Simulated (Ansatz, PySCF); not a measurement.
Process, species as SMILES: Br[Si]Br → Br[Si]Br as doublet, charge -1 (an electron is taken up)
Geometries: B3LYP-D3(BJ)/def2-TZVP minima from Ansatz (a quantum-chemistry and plane-wave program). Unstable Hartree-Fock reference: Br[Si]Br. A spin state is the lowest found, not a proven ground state.

Quantity: adiabatic electron affinity (electronic energy difference), positive where the reaction releases energy, in eV. Correlated levels leave the core frozen unless marked. Open shells are spin-unrestricted. Spin-orbit coupling is left out. Frozen are the shells of the preceding noble gas and the d and f shells that filled before the atom's block. Non-relativistic. Anions need diffuse functions: def2-D sets add few; the other sets have none. CBS(X,Y): correlation extrapolated as X^-3; Hartree-Fock from the larger set. [CCSD(T)-MP2]/basis is that difference in the basis named.

| level | program | adiabatic electron affinity (eV) |
|---|---|---|
| BLYP/def2-TZVPD | Ansatz | 1.38 |
| revPBE/def2-TZVPD | Ansatz | 1.48 |
| TPSS/def2-TZVPD | PySCF | 1.54 |
| r2SCAN-D3(BJ)/def2-TZVPD | Ansatz + dftd3 | ? |
| BHLYP-D3(BJ)/def2-TZVPD | Ansatz + dftd3 | ? |
| HSE06-D3(BJ)/def2-TZVPD | Ansatz + dftd3 | 1.55 |
| wB97M-V/def2-TZVPD | Ansatz | ? |
| wB97X-V/def2-TZVPD | Ansatz | ? |
| CCSD/6-31G | Ansatz | 1.88 |
| CCSD/def2-SVPD | Ansatz | 1.47 |
| CCSD/def2-TZVPP | Ansatz | 1.34 |
| RI-MP2/CBS(def2-TZVPPD,def2-QZVPPD)+[CCSD(T)-MP2]/def2-TZVPPD | Ansatz | 1.48 |

Question: Fill in the missing entries.

Answer: 
- r2SCAN-D3(BJ)/def2-TZVPD, adiabatic electron affinity (eV): 1.59
- BHLYP-D3(BJ)/def2-TZVPD, adiabatic electron affinity (eV): 1.51
- wB97M-V/def2-TZVPD, adiabatic electron affinity (eV): 1.36
- wB97X-V/def2-TZVPD, adiabatic electron affinity (eV): 1.50
